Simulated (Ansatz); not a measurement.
Relaxation of SiB₈ with RKS B3LYP-D4/def2-SVP.

```sh
$ ansatz run in.yaml --threads 4 --pin off --events-out ev --progress --plain --max-ram 8704MiB
```

```yaml
crystal:
  periodic: [false, false, false]
  atoms:
    - {symbol: Si, position_ang: [1.509620, -2.262500, -2.865830]}
    - {symbol: B, position_ang: [0.086400, 0.161910, -1.219740]}
    - {symbol: B, position_ang: [-1.001290, 1.514100, 1.898200]}
    - {symbol: B, position_ang: [0.540300, -1.126530, 0.033060]}
    - {symbol: B, position_ang: [0.194020, -0.827730, 1.483660]}
    - {symbol: B, position_ang: [-1.096100, 2.116830, 0.510750]}
    - {symbol: B, position_ang: [-0.594070, 1.426940, -0.719570]}
    - {symbol: B, position_ang: [0.789850, -1.199090, -1.502220]}
    - {symbol: B, position_ang: [-0.428720, 0.196070, 2.381690]}
basis:
  gaussian: {orbitals: def2-SVP}
hamiltonian: {xc: {name: B3LYP}, dispersion: d4}
scf: {lower_state_search: "off"}
output: {orbitals: {seedname: orbitals}}
relax: {f_tol: 0.02, max_steps: 100}
```

It took 58 s on 4 threads of Intel Xeon Platinum 8223CL on a shared host.

Positions (Å) and forces (eV/Å) at steps 1, 2, 3, 4, 5, 6, 7, 8, 9, 10, 11, 12, 13, 14, 15, 16, 17, 18, 19, 20, 21, 22, 23, 24, 25, 26, 28 of 28:

```xyz
9
step=1 energy=-13270.7412 eV
Si    1.510   -2.263   -2.866   -0.208    0.308    0.389
B     0.086    0.162   -1.220    0.422   -0.452   -1.453
B    -1.001    1.514    1.898   -0.417    0.640    0.786
B     0.540   -1.127    0.033    0.707   -1.242   -0.661
B     0.194   -0.828    1.484   -0.005   -0.221    0.815
B    -1.096    2.117    0.511   -0.498    1.162   -0.420
B    -0.594    1.427   -0.720   -0.360    0.767   -0.127
B     0.790   -1.199   -1.502    0.282   -0.436   -0.538
B    -0.429    0.196    2.382    0.077   -0.527    1.209
9
step=2 energy=-13270.9765 eV
Si    1.513   -2.269   -2.874   -0.064    0.097    0.118
B     0.095    0.160   -1.267    0.022    0.147   -0.795
B    -1.014    1.540    1.928   -0.105    0.150    0.184
B     0.566   -1.168    0.025    0.343   -0.722    0.079
B     0.197   -0.840    1.504   -0.054    0.070    0.188
B    -1.115    2.156    0.513   -0.128    0.324   -0.131
B    -0.605    1.445   -0.730   -0.090    0.161    0.109
B     0.800   -1.215   -1.522    0.050   -0.066   -0.079
B    -0.438    0.191    2.423    0.027   -0.160    0.328
9
step=3 energy=-13271.0427 eV
Si    1.513   -2.266   -2.874    0.035   -0.051   -0.074
B     0.090    0.165   -1.318   -0.090    0.302   -0.321
B    -1.025    1.551    1.943    0.041   -0.054   -0.074
B     0.588   -1.214    0.030    0.142   -0.300    0.298
B     0.202   -0.839    1.515   -0.052    0.089   -0.078
B    -1.117    2.181    0.517    0.026   -0.065    0.034
B    -0.610    1.454   -0.730    0.019   -0.087    0.107
B     0.806   -1.220   -1.527   -0.111    0.126    0.178
B    -0.446    0.190    2.444   -0.010    0.039   -0.071
9
step=4 energy=-13271.0706 eV
Si    1.506   -2.261   -2.870    0.055   -0.078   -0.111
B     0.089    0.181   -1.355   -0.148    0.321   -0.194
B    -1.024    1.553    1.942    0.044   -0.083   -0.100
B     0.612   -1.245    0.046    0.041   -0.211    0.336
B     0.203   -0.841    1.521   -0.003    0.032   -0.086
B    -1.117    2.186    0.518    0.048   -0.130    0.069
B    -0.614    1.457   -0.731    0.050   -0.082    0.032
B     0.798   -1.217   -1.519   -0.080    0.143    0.189
B    -0.454    0.188    2.447   -0.007    0.088   -0.136
9
step=5 energy=-13270.8730 eV rejected
Si    1.476   -2.218   -2.833    0.079   -0.115   -0.167
B     0.068    0.273   -1.516    0.231   -0.775    1.145
B    -1.022    1.534    1.916    0.067   -0.058   -0.076
B     0.682   -1.404    0.136   -0.497    1.084   -0.725
B     0.215   -0.888    1.572    0.188   -0.299   -0.112
B    -1.120    2.195    0.509    0.046   -0.225    0.135
B    -0.628    1.502   -0.768    0.103   -0.063   -0.374
B     0.774   -1.181   -1.464   -0.178    0.310    0.410
B    -0.445    0.186    2.449   -0.039    0.140   -0.235
9
step=6 energy=-13271.0926 eV
Si    1.499   -2.249   -2.861    0.022   -0.030   -0.051
B     0.086    0.201   -1.378   -0.059    0.132   -0.084
B    -1.020    1.545    1.931    0.012   -0.028   -0.033
B     0.620   -1.272    0.065    0.003   -0.095    0.135
B     0.205   -0.855    1.532    0.012   -0.012    0.005
B    -1.120    2.181    0.514    0.018   -0.060    0.028
B    -0.615    1.467   -0.741    0.009    0.004   -0.009
B     0.792   -1.206   -1.503   -0.019    0.049    0.076
B    -0.447    0.189    2.441    0.003    0.039   -0.067
9
step=7 energy=-13271.0742 eV rejected
Si    1.481   -2.194   -2.858   -0.024    0.042    0.023
B     0.079    0.216   -1.385    0.066   -0.109    0.032
B    -1.024    1.559    1.923   -0.040    0.078    0.052
B     0.611   -1.304    0.115    0.085    0.005   -0.485
B     0.233   -0.933    1.588   -0.098    0.141    0.116
B    -1.108    2.149    0.500   -0.091    0.218   -0.162
B    -0.619    1.496   -0.793   -0.044    0.054    0.104
B     0.778   -1.191   -1.460    0.074   -0.223    0.094
B    -0.430    0.202    2.371    0.071   -0.206    0.226
9
step=8 energy=-13271.0964 eV
Si    1.492   -2.232   -2.861   -0.004    0.010   -0.009
B     0.087    0.213   -1.384    0.026   -0.076    0.061
B    -1.020    1.546    1.923    0.016   -0.027   -0.019
B     0.618   -1.295    0.082   -0.040    0.059    0.014
B     0.211   -0.880    1.549    0.020   -0.023   -0.027
B    -1.126    2.175    0.506   -0.009    0.009    0.026
B    -0.615    1.482   -0.756    0.011   -0.013   -0.025
B     0.788   -1.202   -1.485   -0.003    0.025   -0.022
B    -0.435    0.194    2.427   -0.017    0.035    0.000
9
step=9 energy=-13271.0980 eV
Si    1.479   -2.194   -2.891   -0.019    0.038    0.002
B     0.095    0.192   -1.358   -0.083    0.197   -0.059
B    -1.015    1.546    1.902   -0.013    0.034   -0.030
B     0.613   -1.302    0.095    0.011   -0.038    0.128
B     0.211   -0.888    1.564   -0.002    0.007   -0.040
B    -1.132    2.184    0.491   -0.003    0.010    0.005
B    -0.612    1.476   -0.759    0.026   -0.064    0.012
B     0.794   -1.215   -1.470    0.061   -0.139   -0.008
B    -0.433    0.201    2.426    0.022   -0.045   -0.011
9
step=10 energy=-13271.1032 eV
Si    1.459   -2.137   -2.936   -0.068    0.117    0.082
B     0.104    0.169   -1.333   -0.093    0.226   -0.098
B    -1.014    1.552    1.876   -0.026    0.059   -0.030
B     0.616   -1.321    0.121    0.035   -0.056    0.082
B     0.213   -0.899    1.585   -0.019    0.024   -0.014
B    -1.138    2.197    0.471    0.005    0.006   -0.018
B    -0.606    1.465   -0.759    0.022   -0.066    0.050
B     0.801   -1.238   -1.444    0.109   -0.241   -0.030
B    -0.435    0.211    2.418    0.036   -0.069   -0.025
9
step=11 energy=-13271.1130 eV
Si    1.430   -2.053   -2.991   -0.151    0.233    0.258
B     0.116    0.136   -1.297   -0.140    0.342   -0.161
B    -1.012    1.562    1.842   -0.034    0.077   -0.032
B     0.620   -1.349    0.155    0.047   -0.083    0.113
B     0.215   -0.914    1.613   -0.040    0.063   -0.006
B    -1.145    2.214    0.443    0.015   -0.002   -0.052
B    -0.597    1.449   -0.761    0.020   -0.082    0.112
B     0.809   -1.271   -1.408    0.224   -0.438   -0.172
B    -0.437    0.226    2.405    0.059   -0.110   -0.059
9
step=12 energy=-13271.1320 eV
Si    1.399   -1.962   -3.038   -0.219    0.314    0.437
B     0.126    0.101   -1.267   -0.137    0.347   -0.176
B    -1.012    1.577    1.812   -0.036    0.087   -0.039
B     0.628   -1.381    0.188    0.045   -0.079    0.103
B     0.217   -0.926    1.636   -0.046    0.075   -0.005
B    -1.148    2.228    0.416    0.008    0.010   -0.061
B    -0.587    1.428   -0.758    0.027   -0.101    0.129
B     0.817   -1.307   -1.374    0.291   -0.529   -0.323
B    -0.440    0.242    2.385    0.067   -0.126   -0.065
9
step=13 energy=-13271.1842 eV
Si    1.335   -1.790   -3.105   -0.333    0.399    0.866
B     0.148    0.040   -1.232   -0.037    0.139   -0.094
B    -1.019    1.611    1.770   -0.017    0.066   -0.041
B     0.646   -1.438    0.242    0.010   -0.032    0.082
B     0.218   -0.938    1.665   -0.040    0.069    0.000
B    -1.150    2.248    0.372    0.023   -0.028   -0.118
B    -0.566    1.377   -0.740   -0.011   -0.031    0.156
B     0.836   -1.381   -1.317    0.349   -0.492   -0.774
B    -0.448    0.271    2.344    0.056   -0.091   -0.076
9
step=14 energy=-13271.2547 eV
Si    1.262   -1.612   -3.135   -0.337    0.345    1.118
B     0.174   -0.023   -1.194    0.005    0.126   -0.045
B    -1.020    1.641    1.730    0.011    0.101   -0.089
B     0.660   -1.491    0.284   -0.015    0.008    0.049
B     0.214   -0.942    1.682   -0.032    0.037   -0.028
B    -1.152    2.257    0.325    0.003   -0.090   -0.110
B    -0.542    1.323   -0.725   -0.032    0.006    0.167
B     0.855   -1.453   -1.274    0.333   -0.456   -0.979
B    -0.451    0.299    2.306    0.064   -0.077   -0.083
9
step=15 energy=-13271.3826 eV
Si    1.202   -1.425   -3.121   -0.284    0.331    1.188
B     0.213   -0.076   -1.151    0.262   -0.217    0.091
B    -0.998    1.678    1.691    0.143    0.105   -0.104
B     0.658   -1.546    0.312   -0.061    0.198   -0.332
B     0.204   -0.949    1.684   -0.040   -0.046   -0.104
B    -1.182    2.247    0.274   -0.192   -0.061    0.047
B    -0.521    1.272   -0.709   -0.018   -0.065    0.228
B     0.857   -1.530   -1.245    0.212   -0.473   -0.920
B    -0.432    0.330    2.265   -0.021    0.227   -0.094
9
step=16 energy=-13271.7045 eV
Si    1.176   -1.234   -3.092   -0.309    0.269    1.383
B     0.278   -0.142   -1.084    0.418   -0.664    0.283
B    -0.942    1.748    1.667    0.137    0.114   -0.274
B     0.626   -1.600    0.304   -0.136    0.471   -0.834
B     0.166   -0.935    1.647    0.001   -0.096   -0.361
B    -1.259    2.211    0.230   -0.269    0.012    0.384
B    -0.505    1.191   -0.653    0.006   -0.196    0.567
B     0.850   -1.630   -1.244    0.304   -0.579   -0.929
B    -0.390    0.392    2.225   -0.152    0.668   -0.218
9
step=17 energy=-13272.3935 eV
Si    1.161   -1.049   -3.041   -0.348    0.041    1.465
B     0.333   -0.248   -0.991    0.376   -0.650    0.572
B    -0.900    1.851    1.652    0.151    0.012   -0.124
B     0.591   -1.654    0.255   -0.231    0.498   -0.827
B     0.117   -0.878    1.541    0.191   -0.217   -0.911
B    -1.330    2.180    0.212   -0.079   -0.152    0.263
B    -0.488    1.066   -0.508   -0.132   -0.109    0.903
B     0.867   -1.753   -1.273    0.404   -0.456   -0.900
B    -0.353    0.484    2.154   -0.332    1.033   -0.440
9
step=18 energy=-13273.1071 eV
Si    1.140   -0.912   -2.959   -0.257   -0.035    0.999
B     0.372   -0.331   -0.896    0.038   -0.179    0.665
B    -0.876    1.951    1.644    0.066    0.132    0.106
B     0.568   -1.726    0.201   -0.189    0.031   -0.192
B     0.089   -0.817    1.397    0.276   -0.064   -1.111
B    -1.379    2.144    0.211    0.174   -0.379    0.053
B    -0.470    0.965   -0.341   -0.200    0.074    0.758
B     0.891   -1.843   -1.305    0.326   -0.197   -0.572
B    -0.334    0.569    2.048   -0.235    0.617   -0.706
9
step=19 energy=-13273.6753 eV
Si    1.101   -0.824   -2.864   -0.180    0.183    0.507
B     0.383   -0.382   -0.780   -0.053   -0.359    0.409
B    -0.881    2.027    1.661   -0.110    0.425    0.101
B     0.558   -1.811    0.165    0.035   -0.606    0.218
B     0.100   -0.763    1.210    0.010    0.488   -0.638
B    -1.382    2.123    0.221    0.048   -0.126    0.124
B    -0.466    0.912   -0.191    0.054   -0.026    0.206
B     0.924   -1.907   -1.313    0.182    0.086   -0.434
B    -0.337    0.625    1.891    0.014   -0.065   -0.492
9
step=20 energy=-13273.8145 eV
Si    1.039   -0.672   -2.758   -0.166    0.085    0.444
B     0.379   -0.493   -0.653    0.198   -0.158   -1.501
B    -0.903    2.143    1.685    0.632   -1.476    0.486
B     0.574   -1.971    0.173   -0.177    0.948    0.141
B     0.101   -0.680    1.036    0.379   -1.606   -0.539
B    -1.384    2.126    0.229    0.649   -0.841   -0.371
B    -0.441    0.857   -0.086   -0.367    0.191   -0.421
B     0.969   -1.969   -1.351   -0.214    0.350    0.786
B    -0.333    0.661    1.723   -0.933    2.508    0.975
9
step=21 energy=-13274.1960 eV
Si    0.952   -0.752   -2.816    0.076   -0.468    0.853
B     0.398   -0.485   -0.763    0.241   -0.725   -0.511
B    -1.019    2.133    1.838   -0.277    0.560    0.090
B     0.541   -1.902    0.178    0.117    0.014    0.256
B     0.046   -0.629    0.962   -0.049    0.322    0.313
B    -1.221    2.045    0.313    0.475   -0.480    0.681
B    -0.369    0.812   -0.168   -0.377    0.592   -0.052
B     1.068   -1.970   -1.267   -0.054    0.469   -0.968
B    -0.396    0.750    1.724   -0.152   -0.284   -0.661
9
step=22 energy=-13274.4476 eV
Si    0.958   -0.841   -2.841    0.144   -0.422    0.295
B     0.377   -0.529   -0.868   -0.301    0.133    0.672
B    -1.122    2.164    1.988   -0.194    0.336   -0.568
B     0.601   -1.846    0.198    0.277   -0.325   -0.339
B     0.024   -0.558    0.894    0.097    0.291    0.390
B    -1.085    2.008    0.443    0.005    0.270    1.078
B    -0.349    0.807   -0.224   -0.012    0.113   -0.219
B     1.082   -2.012   -1.271   -0.118    0.275   -0.375
B    -0.485    0.808    1.682    0.102   -0.672   -0.934
9
step=23 energy=-13274.2010 eV rejected
Si    1.009   -0.906   -2.844   -0.032   -0.105    0.115
B     0.303   -0.545   -0.867    0.005    0.107    0.165
B    -1.171    2.129    2.078   -0.033    0.190   -0.264
B     0.677   -1.839    0.217   -0.144    0.482   -0.101
B     0.069   -0.539    0.908    0.136   -0.265   -0.572
B    -0.997    2.022    0.567   -1.031    2.620   -1.810
B    -0.382    0.857   -0.273    0.298   -0.629   -0.087
B     1.039   -2.021   -1.280   -0.014    0.051   -0.082
B    -0.547    0.844    1.495    0.814   -2.451    2.635
9
step=24 energy=-13274.5255 eV
Si    0.980   -0.880   -2.831   -0.017    0.009   -0.049
B     0.319   -0.532   -0.844    0.001    0.056    0.122
B    -1.144    2.123    1.990   -0.115    0.200    0.440
B     0.674   -1.840    0.205    0.026   -0.023   -0.041
B     0.073   -0.578    0.927   -0.033    0.161   -0.184
B    -1.044    2.090    0.475    0.271   -0.453   -0.292
B    -0.374    0.854   -0.235    0.063   -0.204   -0.162
B     1.039   -2.007   -1.286    0.005   -0.008   -0.094
B    -0.523    0.770    1.601   -0.201    0.263    0.259
9
step=25 energy=-13274.5569 eV
Si    0.914   -0.912   -2.857   -0.024    0.034   -0.051
B     0.347   -0.528   -0.844    0.007    0.050    0.039
B    -1.227    2.117    1.994    0.000    0.048    0.066
B     0.710   -1.817    0.208    0.017   -0.086   -0.051
B     0.070   -0.557    0.920    0.045   -0.027   -0.106
B    -0.946    2.089    0.493   -0.026    0.026   -0.065
B    -0.319    0.852   -0.238    0.004    0.015    0.022
B     1.038   -2.006   -1.295    0.017   -0.052    0.120
B    -0.587    0.763    1.618   -0.040   -0.008    0.025
9
step=26 energy=-13274.5568 eV rejected
Si    0.896   -0.904   -2.850    0.028   -0.016   -0.043
B     0.371   -0.522   -0.834   -0.012    0.013   -0.022
B    -1.202    2.128    1.998   -0.032   -0.011   -0.018
B     0.693   -1.835    0.206    0.001    0.060    0.005
B     0.060   -0.562    0.907   -0.008    0.009    0.027
B    -0.977    2.081    0.486    0.064    0.004    0.000
B    -0.310    0.858   -0.237   -0.039   -0.065    0.041
B     1.059   -2.005   -1.290   -0.022    0.009    0.000
B    -0.590    0.762    1.613    0.021   -0.004    0.010
9
step=28 energy=-13274.5591 eV
Si    0.892   -0.916   -2.859    0.000    0.000   -0.004
B     0.364   -0.522   -0.840   -0.002    0.004    0.007
B    -1.226    2.120    1.996    0.000   -0.001    0.004
B     0.708   -1.824    0.207   -0.001    0.001   -0.001
B     0.065   -0.558    0.910    0.002    0.000   -0.003
B    -0.946    2.092    0.493    0.000    0.002   -0.002
B    -0.309    0.856   -0.231    0.002   -0.005   -0.005
B     1.052   -2.006   -1.291    0.001   -0.001    0.003
B    -0.600    0.758    1.615   -0.002    0.000    0.000
```

The restricted singlet is unstable towards broken spin symmetry in Hartree–Fock (as tested in another run); at B3LYP-D4/def2-SVP this wasn't settled. Another isomer (singlet) lies 0.28 eV lower at PBE0-D4/def2-TZVP; other spin states weren't run for this one.
